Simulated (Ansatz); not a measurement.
Reaction (redistribution): `OC[SiH2][SiH3]` + `[OH][Ge]([OH])([Cl])[Cl]` → `OC[SiH2]Cl` + `[OH][Ge]([OH])([SiH3])[Cl]`

Calculated with Ansatz (gas phase, PBE0-D4/def2-TZVP geometries, no zero-point term in ΔE). CCSD(T)/CBS adds triple-zeta CCSD(T) − MP2 to the extrapolated MP2 energy (def2 sets, frozen cores). Functionals use def2-TZVPP. For Ge outer-core shells are correlated without core-valence functions, which leaves a few kJ/mol of doubt a bond. Scalar relativity is left out up to krypton. One conformer a species, not always the lowest.

`OC[SiH2][SiH3]`:

Cartesian coordinates in Å:
```
O 0.391 2.209 -1.501
C -0.190 0.963 -1.146
Si 0.391 0.336 0.549
Si -0.490 -1.776 1.048
H 1.346 2.110 -1.504
H -1.271 1.126 -1.118
H -0.013 0.200 -1.917
H 0.016 1.313 1.608
H 1.882 0.254 0.515
H 0.004 -2.251 2.368
H -0.089 -2.763 0.008
H -1.977 -1.721 1.090
```

`[OH][Ge]([OH])([Cl])[Cl]`:

Z-matrix (Å, degrees):
```
Ge
O 1 1.743
Cl 1 2.116 2 107.1
O 1 1.752 2 107.4 3 121.5
Cl 1 2.133 2 112.4 3 -118.8
H 2 0.962 1 111.8 3 -157.2
H 4 0.961 1 113.3 2 160.8
```

`OC[SiH2]Cl`:

Z-matrix (Å, degrees):
```
C
Si 1 1.882
O 1 1.416 2 112.1
H 1 1.100 2 110.1 3 -125.4
H 1 1.095 2 109.0 3 118.1
Cl 2 2.067 1 106.0 3 53.7
H 2 1.484 1 112.1 3 171.6
H 2 1.481 1 112.1 3 -63.0
H 3 0.962 1 108.3 2 -54.5
```

`[OH][Ge]([OH])([SiH3])[Cl]`:

```xyz
10

O    -1.306    1.443    0.668
Ge    0.073    0.613   -0.048
O     1.488    1.066    0.916
Si   -0.402   -1.714   -0.183
Cl    0.474    1.421   -2.025
H    -1.089    2.336    0.951
H     2.228    1.335    0.365
H    -1.623   -1.891   -1.004
H    -0.605   -2.240    1.188
H     0.761   -2.369   -0.828
```

```json
{"level": "PBE-D4", "ΔE (kcal/mol)": "-11.8"}
{"level": "PBE0-D4", "ΔE (kcal/mol)": "-11.7"}
{"level": "B2PLYP", "ΔE (kcal/mol)": "-12.9"}
{"level": "PBE", "ΔE (kcal/mol)": "-11.8"}
{"level": "CCSD/def2-TZVPP", "ΔE (kcal/mol)": "-11.6"}
{"level": "HF/def2-QZVPP", "ΔE (kcal/mol)": "-12.1"}
{"level": "SCS-MP2/def2-QZVPP", "ΔE (kcal/mol)": "-13.5"}
{"level": "MP2/CBS(def2)", "ΔE (kcal/mol)": "-14.7"}
```

Problem. What does CCSD(T)/CBS give? (Best estimate.)

Solution. The calculation gave: -13.4 kcal/mol. The listed levels differ from it by 1.6, 1.7, 0.5, 1.6, 1.8, 1.3, -0.1, -1.3 kcal/mol.

Largest T1 diagnostic among the species: 0.012.
